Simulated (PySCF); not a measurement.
SbH⁻: a composite coupled-cluster calculation

State: ²Π, doublet, unpaired electrons π ↑. De refers to Sb⁻ + H. ROHF-based CCSD(T) in PySCF 2.14 with Sb aug-cc-pwCVDZ-PP with ECP28, H aug-cc-pVDZ and Sb aug-cc-pwCVTZ-PP with ECP28, H aug-cc-pVTZ (frozen core orbitals: 4; scalar-relativistic core potentials). Correlation energies are extrapolated as n⁻³ (n = 2, 3), Hartree–Fock as (n+1)·exp(−9√n).

```tsv
Level	Re (Å)	ωe (cm⁻¹)	ωexe (cm⁻¹)	αe (cm⁻¹)	De (eV)
CCSD(T)/DZ	1.7332	1799.9	38.0	0.177	2.713
CCSD(T)/TZ	1.7259	1816.8	35.8	0.172	2.833
HF/CBS	1.7228	1891.8	33.1	0.156	1.856
MP2/CBS	1.7055	1909.9	31.9	0.158	2.718
CCSD/CBS	1.7197	1847.5	34.3	0.166	2.833
CCSD(T)/CBS	1.7234	1825.9	35.0	0.169	2.877
```

Task: How much is left between CCSD(T)/TZ and the basis-set limit, and how much do the triples give at the limit?

Result: CCSD(T)/CBS less CCSD(T)/TZ: -2.5 mÅ in Re, +9.1 cm⁻¹ in ωe and +0.044 eV in De. CCSD(T)/CBS less CCSD/CBS: +3.7 mÅ in Re, -21.6 cm⁻¹ in ωe and +0.044 eV in De.

The T1 diagnostic is 0.015. The state was picked by a PBE0 search and need not be the measured ground state. Spin–orbit coupling, excitations beyond (T) and corrections to the Born–Oppenheimer picture are left out, and spin–orbit coupling matters for open p, d or f shells this heavy.

The whole job (state search and all basis sets along the bond) took about 14 min on 4 threads of Arm Neoverse V1 (shared host), peak memory 9.3 GiB.
